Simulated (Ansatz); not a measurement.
Cartesian coordinates in Å:
```
C 0.6572 1.2808 -0.3483
C -0.0584 0.0678 -0.9405
Ge -1.6502 -0.4116 0.1887
N -0.7466 -1.5237 1.3097
H 1.0580 1.0646 0.6460
H 1.4935 1.6080 -0.9733
H -0.0164 2.1378 -0.2435
H 0.6220 -0.7872 -1.0144
H -0.4035 0.2945 -1.9539
H 0.2307 -1.7633 1.2299
H -1.1864 -1.9676 2.0997
```

Total charge 0; spin multiplicity 1.

Task: List the PBE0/def2-TZVPP orbital energies in eV (Ansatz 0.2.0). (An estimate is asked.)

Result: Ansatz gave: Occupied: -10859.32, -1357.53, -1207.40, -1207.33, -1207.30, -391.09, -277.91, -277.64, -170.24, -120.18, -119.97, -119.86, -32.99, -32.91, -32.80, -32.74, -32.64, -23.49, -20.97, -17.05, -13.93, -13.72, -12.23, -11.54, -10.32, -9.69, -8.76, -7.82, -6.07. Lowest empty: -1.32, 0.83, 1.33, 2.43, 2.60, 2.80, 2.96, 3.56.
